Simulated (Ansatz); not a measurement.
Cost and result for the atomization energy of CH$_{7}$FSi$_{2}$ (`FC[SiH2][SiH3]`) (11 atoms, 10 bonds).

Cartesian coordinates in Å:
```
F 0.265 0.437 2.201
C -0.854 0.578 1.386
Si -0.328 0.707 -0.437
Si 1.034 -1.102 -1.024
H -1.400 1.469 1.709
H -1.503 -0.290 1.545
H -1.576 0.710 -1.253
H 0.384 1.994 -0.660
H 1.323 -1.069 -2.483
H 2.319 -1.056 -0.279
H 0.337 -2.378 -0.706
```

Total charge 0; spin multiplicity 1. The geometry is a stationary point of PBE0-D4/def2-TZVP. It is one conformer, not always the lowest. Program: Ansatz. All runs use 4 threads of an Arm Neoverse V2 on a shared host. Times are those of one run each, without the atoms' runs, and a repeat can differ threefold. Electronic energies, without spin–orbit coupling; frozen cores. CCSD(T)/CBS adds CCSD(T) − MP2 in def2-TZVPP to the MP2 limit, and its time is that of the two runs behind it. T1 = 0.012. B3LYP takes the VWN-RPA correlation (the form of Gaussian; ORCA's B3LYP/G).

CCSD(T)/CBS is a level of theory with its own doubt, some kJ/mol a heavy atom from the limit and from the frozen cores, so smaller differences don't rank the functionals.

| level | functions | wall time | atomization (kcal/mol) | difference from CCSD(T)/CBS | per bond |
| --- | --- | --- | --- | --- | --- |
| PBE-D4/def2-TZVPP (with forces) | 244 | 1.8 s | 840.1 | 0.7 | 0.1 |
| PBE0-D4/def2-TZVPP | 244 | 1.9 s | 832.3 | -7.1 | -0.7 |
| r2SCAN-D4/def2-TZVPP (with forces) | 244 | 3.2 s | 838.7 | -0.7 | -0.1 |
| B3LYP-D4/def2-TZVPP (with forces) | 244 | 3.2 s | 838.4 | -1.0 | -0.1 |
| B2PLYP/def2-TZVPP | 244 | 3.5 s | 827.1 | -12.3 | -1.2 |
| ωB97X-V/def2-TZVPP | 244 | 6 s | 845.1 | 5.7 | 0.6 |
| ωB97M-V/def2-TZVPP (with forces) | 244 | 8.5 s | 839.2 | -0.2 | 0.0 |
| MP2/def2-QZVPP | 464 | 15 s | 830.4 | -9.0 | -0.9 |
| CCSD(T)/def2-TZVPP | 244 | 74 s | 818.5 | -20.9 | -2.1 |
| CCSD(T)/CBS(def2) | – | 88 s | 839.4 | 0.0 | 0.0 |

The D4 term adds +7.9 kcal/mol with B3LYP and +4.2 kcal/mol with PBE0; it sums over pairs of atoms, weighted by their polarisabilities, and B3LYP, whose exchange is more repulsive, gets the larger term. From PBE to PBE0 (25 % exact exchange), in def2-TZVPP and without D4, the atomization energy moves by −7.1 kcal/mol: exact exchange takes away binding that semilocal exchange gives to molecules. In def2-TZVPP, CCSD(T) changes the Hartree–Fock value by +188.7 kcal/mol (the triples alone add +8.6 kcal/mol) and MP2 by +188.2 kcal/mol; breaking electron pairs costs correlation energy, which Hartree–Fock lacks.
